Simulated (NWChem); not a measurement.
Molecule: phosphorus nitride (PN); SMILES N#P

All runs: NWChem. Coordinates come from a B3LYP/6-31G* (spherical d) optimisation. Solvent water, SMD (1 M gas to 1 M solution), gas-phase geometry. Reactions with the solvent are ignored.

```csv
level,basis functions,solvation free energy (kcal/mol),cavity-dispersion-structure term (kcal/mol),dipole in solution (D)
PBE0/cc-pVDZ,32,-4.4,0.0,3.44
PBE0/aug-cc-pVDZ,50,-5.4,0.0,[?]
PBE0/cc-pVTZ,64,-5.3,0.0,3.87
PBE0/aug-cc-pVTZ,96,-5.7,0.0,4.10
PBE0/cc-pVQZ,114,-5.6,0.0,4.05
```

### Question
What belongs in the gaps?

### Answer

- PBE0/aug-cc-pVDZ, dipole in solution (D): 3.98
